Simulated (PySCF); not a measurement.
Isomers of C4H11NO2Si3, mass 189.010 u with the commonest isotopes. Method: PBE0/pcSseg-1 in PySCF (dipole) on a GFN2-xTB geometry, gas phase. One conformer each, none proved a minimum here; rigid rotors.

**Question.** Order these by rotational constant A, smallest first.
A. `[O:1]=[C:2]([OH:3])[C:4]#[C:5][SiH2:6][CH2:7][N:8]([SiH3:9])[SiH3:10]` with O1–C2–O3–H 0°, C5–Si6–C7–N8 -174°, Si6–C7–N8–Si9 -83°
B. `[O:1]=[C:2]([OH:3])[C:4]#[C:5][CH2:6][SiH2:7][N:8]([SiH3:9])[SiH3:10]` with O1–C2–O3–H 0°, C5–C6–Si7–N8 180°, C6–Si7–N8–Si9 -24°
C. `[O:1]=[C:2]([C:3]#[C:4][CH2:5][N:6]([SiH3:7])[SiH3:8])[SiH2:9][OH:10]` with C4–C5–N6–Si7 81°, O1–C2–Si9–O10 0°, C2–Si9–O10–H 0°

**Answer.** C (1363 MHz), A (1872 MHz), B (2125 MHz).

**Question.** Order these by dipole moment, largest first.
A. `[O:1]=[C:2]([C:3]#[C:4][CH2:5][N:6]([SiH3:7])[SiH3:8])[SiH2:9][OH:10]` with C4–C5–N6–Si7 81°, O1–C2–Si9–O10 0°, C2–Si9–O10–H 0°
B. `[O:1]=[C:2]([OH:3])[C:4]#[C:5][SiH2:6][CH2:7][N:8]([SiH3:9])[SiH3:10]` with O1–C2–O3–H 0°, C5–Si6–C7–N8 -174°, Si6–C7–N8–Si9 -83°
C. `[O:1]=[C:2]([OH:3])[C:4]#[C:5][CH2:6][SiH2:7][N:8]([SiH3:9])[SiH3:10]` with O1–C2–O3–H 0°, C5–C6–Si7–N8 180°, C6–Si7–N8–Si9 -24°

**Answer.** A (3.30 D), C (3.06 D), B (1.78 D).

**Question.** Order these by out-of-plane moment Σ m c² = (Ia + Ib − Ic)/2, largest first.
A. `[O:1]=[C:2]([OH:3])[C:4]#[C:5][CH2:6][SiH2:7][N:8]([SiH3:9])[SiH3:10]` with O1–C2–O3–H 0°, C5–C6–Si7–N8 180°, C6–Si7–N8–Si9 -24°
B. `[O:1]=[C:2]([OH:3])[C:4]#[C:5][SiH2:6][CH2:7][N:8]([SiH3:9])[SiH3:10]` with O1–C2–O3–H 0°, C5–Si6–C7–N8 -174°, Si6–C7–N8–Si9 -83°
C. `[O:1]=[C:2]([C:3]#[C:4][CH2:5][N:6]([SiH3:7])[SiH3:8])[SiH2:9][OH:10]` with C4–C5–N6–Si7 81°, O1–C2–Si9–O10 0°, C2–Si9–O10–H 0°

**Answer.** C (162.73 u·Å²), B (68.80 u·Å²), A (50.37 u·Å²).

```json
{"SMILES": "O=C(C#CCN([SiH3])[SiH3])[SiH2]O", "point group": "Cs", "Ia (u·Å²)": "370.83", "Ib (u·Å²)": "1460.48", "Ic (u·Å²)": "1505.85", "κ": "-0.98", "μa (D)": "3.29", "μb (D)": "0.23", "μc (D)": "0.00"}
{"SMILES": "O=C(O)C#C[SiH2]CN([SiH3])[SiH3]", "point group": "C1", "Ia (u·Å²)": "269.91", "Ib (u·Å²)": "1960.22", "Ic (u·Å²)": "2092.52", "κ": "-0.98", "μa (D)": "1.07", "μb (D)": "1.41", "μc (D)": "0.21"}
{"SMILES": "O=C(O)C#CC[SiH2]N([SiH3])[SiH3]", "point group": "C1", "Ia (u·Å²)": "237.79", "Ib (u·Å²)": "1957.31", "Ic (u·Å²)": "2094.36", "κ": "-0.98", "μa (D)": "2.62", "μb (D)": "0.03", "μc (D)": "1.59"}
```
